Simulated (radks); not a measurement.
Neutral lutetium, 71 electrons, occupied as [Xe] 4f14 6s2 7p1 (not the ground configuration). Calculated with a radial shooting solver on a logarithmic mesh with Libxc functionals: Dirac Kohn-Sham, PBE, spin-unpolarised, spherical densities, point nucleus; open shells fill j = l - 1/2 first.

Spin-orbit splittings of the eigenvalues, e(l+1/2) - e(l-1/2), with zeta = 2 splitting/(2l+1) and mean radii in bohr:

[
 {"shell": "2p", "occ.": "6", "splitting (eV)": "1118", "zeta (eV)": "745.1", "<r> j=l-1/2": "0.06740", "<r> j=l+1/2": "0.07502"},
 {"shell": "3p", "occ.": "6", "splitting (eV)": "238.4", "zeta (eV)": "158.9", "<r> j=l-1/2": "0.2020", "<r> j=l+1/2": "0.2162"},
 {"shell": "3d", "occ.": "10", "splitting (eV)": "52.04", "zeta (eV)": "20.82", "<r> j=l-1/2": "0.1898", "<r> j=l+1/2": "0.1942"},
 {"shell": "4p", "occ.": "6", "splitting (eV)": "54.22", "zeta (eV)": "36.15", "<r> j=l-1/2": "0.4850", "<r> j=l+1/2": "0.5177"},
 {"shell": "4d", "occ.": "10", "splitting (eV)": "9.896", "zeta (eV)": "3.958", "<r> j=l-1/2": "0.5410", "<r> j=l+1/2": "0.5525"},
 {"shell": "4f", "occ.": "14", "splitting (eV)": "1.524", "zeta (eV)": "0.4355", "<r> j=l-1/2": "0.7134", "<r> j=l+1/2": "0.7289"},
 {"shell": "5p", "occ.": "6", "splitting (eV)": "6.963", "zeta (eV)": "4.642", "<r> j=l-1/2": "1.309", "<r> j=l+1/2": "1.419"},
 {"shell": "7p", "occ.": "1", "splitting (eV)": "0.07122", "zeta (eV)": "0.04748", "<r> j=l-1/2": "11.45", "<r> j=l+1/2": "11.82"}
]
